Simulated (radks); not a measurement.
Values are calculated unless marked as measured or tabulated.
The erbium ion Er3+, 65 electrons, occupied as [Xe] 4f11 (the NIST ground configuration). Code: a radial shooting solver on a logarithmic mesh with Libxc functionals. Model: Dirac Kohn-Sham, RPBE, spin-unpolarised, spherical densities, point nucleus; open shells fill j = l - 1/2 first.

Unscreened Slater integrals over Kohn-Sham orbitals (cm^-1). Large and small components are both included.

F0(4f7/2,4f7/2): 265100
F2(4f7/2,4f7/2): 124240
F4(4f7/2,4f7/2): 77605
F6(4f7/2,4f7/2): 55734
F0(4f7/2,4f5/2): 267170
F2(4f7/2,4f5/2): 125310
F4(4f7/2,4f5/2): 78293
G2(4f7/2,4f5/2): 124970
G4(4f7/2,4f5/2): 78091
G6(4f7/2,4f5/2): 56091
F0(4f7/2,5p3/2): 162880
F2(4f7/2,5p3/2): 54600
G2(4f7/2,5p3/2): 27956
G4(4f7/2,5p3/2): 21601
F0(4f7/2,5p1/2): 172040
G4(4f7/2,5p1/2): 25204
F0(4f5/2,4f5/2): 269290
F2(4f5/2,4f5/2): 126420
F4(4f5/2,4f5/2): 79010
F0(4f5/2,5p3/2): 163370
F2(4f5/2,5p3/2): 54109
G2(4f5/2,5p3/2): 27190
G4(4f5/2,5p3/2): 21100
F0(4f5/2,5p1/2): 172600
G2(4f5/2,5p1/2): 32255
F0(5p3/2,5p3/2): 135180
F2(5p3/2,5p3/2): 72991
F0(5p3/2,5p1/2): 139550
G2(5p3/2,5p1/2): 74346
F0(5p1/2,5p1/2): 144510
